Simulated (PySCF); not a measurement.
Members of one series of related molecules.

All values: B3LYP/def2-SVPD (PySCF) at GFN2-xTB geometries, gas phase, one conformer each. Core orbitals are frozen in the response; Δα² is half the sum of the squared differences of the principal polarisabilities.

Question: Rank by mean static polarisability, highest first.
A. `N#C[C@@]1(F)OC(F)=C1F`
B. `C([C@]1(F)C(Cl)=C1F)#N`
C. `N#C[C@@]1(F)C(F)=C1CF`
D. `N#CC1C(F)=C1F`
E. `N#C[C@@]1(F)[C@H](F)[C@@H]1F`
F. `N#C[SiH2]C1(F)C(F)=C1F`

Answer: F (10.98 Å³), B (9.58 Å³), C (9.32 Å³), A (7.95 Å³), E (7.65 Å³), D (7.26 Å³).

Question: Rank by HOMO energy, highest first.
A. `N#CC1C(F)=C1F`
B. `N#C[C@@]1(F)OC(F)=C1F`
C. `N#C[C@]1(F)C=C1F`
D. `N#C[C@@]1(F)[C@H](F)[C@@H]1F`
E. `N#CCC1(F)C(F)=C1F`

Answer: B (-7.84 eV), A (-8.35 eV), E (-8.64 eV), D (-8.97 eV), C (-9.12 eV).

All values together:

```json
{"SMILES": "N#CC1(F)C(F)=C1F", "change": "parent", "formula": "C4F3N", "μ (D)": "2.76", "HOMO (eV)": "-9.13", "LUMO (eV)": "-1.19", "α (Å³)": "7.44", "Δα (Å³)": "2.56", "electrons": "58", "α per electron (Å³)": "0.128"}
{"SMILES": "N#C[C@@]1(F)C(F)=C1CF", "change": "CH2 inserted into a C-F bond", "formula": "C5H2F3N", "μ (D)": "4.79", "HOMO (eV)": "-9.04", "LUMO (eV)": "-1.44", "α (Å³)": "9.32", "Δα (Å³)": "3.02", "electrons": "66", "α per electron (Å³)": "0.141"}
{"SMILES": "N#C[C@]1(F)C=C1F", "change": "terminal F group replaced by H", "formula": "C4HF2N", "μ (D)": "3.78", "HOMO (eV)": "-9.12", "LUMO (eV)": "-1.36", "α (Å³)": "7.25", "Δα (Å³)": "2.68", "electrons": "50", "α per electron (Å³)": "0.145"}
{"SMILES": "N#CC1C(F)=C1F", "change": "terminal F group replaced by H", "formula": "C4HF2N", "μ (D)": "3.33", "HOMO (eV)": "-8.35", "LUMO (eV)": "-0.78", "α (Å³)": "7.26", "Δα (Å³)": "2.79", "electrons": "50", "α per electron (Å³)": "0.145"}
{"SMILES": "N#C[C@@]1(F)C(F)=C1Cl", "change": "F replaced by Cl", "formula": "C4ClF2N", "μ (D)": "3.19", "HOMO (eV)": "-8.72", "LUMO (eV)": "-1.45", "α (Å³)": "9.58", "Δα (Å³)": "3.96", "electrons": "66", "α per electron (Å³)": "0.145"}
{"SMILES": "N#C[SiH2]C1(F)C(F)=C1F", "change": "SiH2 inserted into a C-C bond", "formula": "C4H2F3NSi", "μ (D)": "2.28", "HOMO (eV)": "-8.39", "LUMO (eV)": "-1.27", "α (Å³)": "10.98", "Δα (Å³)": "1.48", "electrons": "74", "α per electron (Å³)": "0.148"}
{"SMILES": "N#C[C@@]1(F)OC(F)=C1F", "change": "O inserted into a C-C bond", "formula": "C4F3NO", "μ (D)": "2.17", "HOMO (eV)": "-7.84", "LUMO (eV)": "-1.63", "α (Å³)": "7.95", "Δα (Å³)": "2.95", "electrons": "66", "α per electron (Å³)": "0.120"}
{"SMILES": "N#CCC1(F)C(F)=C1F", "change": "CH2 inserted into a C-C bond", "formula": "C5H2F3N", "μ (D)": "2.32", "HOMO (eV)": "-8.64", "LUMO (eV)": "-0.77", "α (Å³)": "8.89", "Δα (Å³)": "1.00", "electrons": "66", "α per electron (Å³)": "0.135"}
{"SMILES": "N#C[C@@]1(F)[C@H](F)[C@@H]1F", "change": "H2 added to a C-C multiple bond", "formula": "C4H2F3N", "μ (D)": "2.49", "HOMO (eV)": "-8.97", "LUMO (eV)": "-1.82", "α (Å³)": "7.65", "Δα (Å³)": "3.12", "electrons": "60", "α per electron (Å³)": "0.128"}
```

Conformers: `[N:1]#[C:2][C@@:3]1([F:4])[C:5]([F:6])=[C:7]1[CH2:8][F:9]` with C5–C7–C8–F9 142°; `[N:1]#[C:2][SiH2:3][C:4]1([F:5])[C:6]([F:7])=[C:8]1[F:9]` with C2–Si3–C4–F5 180°; `[N:1]#[C:2][CH2:3][C:4]1([F:5])[C:6]([F:7])=[C:8]1[F:9]` with C2–C3–C4–F5 -178°.

Q: Give the shifts from the parent, `N#CC1(F)C(F)=C1F`.

A: 
```csv
SMILES,change in μ (D),change in HOMO (eV),change in LUMO (eV),change in mean α (Å³)
N#C[C@@]1(F)C(F)=C1CF,+2.03,+0.09,-0.25,+1.88
N#C[C@]1(F)C=C1F,+1.02,+0.01,-0.17,-0.19
N#CC1C(F)=C1F,+0.57,+0.78,+0.41,-0.18
N#C[C@@]1(F)C(F)=C1Cl,+0.43,+0.41,-0.26,+2.14
N#C[SiH2]C1(F)C(F)=C1F,-0.48,+0.74,-0.08,+3.54
N#C[C@@]1(F)OC(F)=C1F,-0.59,+1.29,-0.44,+0.51
N#CCC1(F)C(F)=C1F,-0.44,+0.49,+0.42,+1.45
N#C[C@@]1(F)[C@H](F)[C@@H]1F,-0.27,+0.16,-0.63,+0.21
```

Q: How closely does the mean polarisability follow the number of electrons in this set?

A: The correlation coefficient is 0.87; α per electron runs from 0.120 to 0.148 Å³.
